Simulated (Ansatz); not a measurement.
F4Si, charge +1, doublet, geometry from GFN2-xTB (a state made from the parent by changing its charge; the spin is typed, not shown lowest); Ansatz (a program for electronic structure) with R2SCAN/aug-cc-pVDZ.

Input for Ansatz:
Ansatz 0.2 input:
```yaml
crystal:
  periodic: [false, false, false]
  atoms:
    - {symbol: F, position_ang: [1.54731953, -0.15245928, 0.26101946]}
    - {symbol: Si, position_ang: [-0.00000000, 0.00000000, 0.00000000]}
    - {symbol: F, position_ang: [-0.32583460, 1.49808438, -0.36762443]}
    - {symbol: F, position_ang: [-0.79475106, -0.40706562, 1.29932330]}
    - {symbol: F, position_ang: [-0.42673386, -0.93855948, -1.19271834]}
basis:
  gaussian:
    orbitals: aug-cc-pVDZ
hamiltonian:
  xc: r2scan
total_charge: 1
magnetization: {spin_polarized: true, initial_magnetization: 1}
```

### Question
Write the output that Ansatz gives for this input, abridged.

### Answer

```
Functional definition: r2SCAN
1063 factors; their error is unknown
mean field evaluation 1: about -18724.0382 eV, gradient 5.6e1 eV
mean field evaluation 2: about -18703.4159 eV, gradient 9.6e1 eV
mean field evaluation 4: about -18730.2548 eV, gradient 2.5e1 eV
mean field evaluation 8: about -18732.1000 eV, gradient 1.3e1 eV
mean field evaluation 16: about -18732.6473 eV, gradient 8.0e0 eV
mean field evaluation 32: about -18732.9432 eV, gradient 8.6e-5 eV
mean field evaluation 64: about -18732.9432 eV, gradient 1.4e-6 eV
mean field evaluation 96: about -18732.0706 eV, gradient 4.6e-6 eV
mean field evaluation 128: about -18729.2899 eV, gradient 3.2e1 eV
mean field evaluation 160: about -18732.2901 eV, gradient 3.9e0 eV
mean field evaluation 192: about -18732.7373 eV, gradient 1.3e0 eV
mean field -18732.94315244 eV, -688.4229632073 hartree, gradient 1.1e-6 eV, S^2 0.753711; 16 other end points of the search recorded, 0 dependent functions left out
reference -18732.94317399 eV, -688.4229639991 hartree; 25, 24 occupied and 94, 95 virtual orbitals, 1063 factors
Total energy: -18732.94317399 eV, -688.4229639991 hartree
```
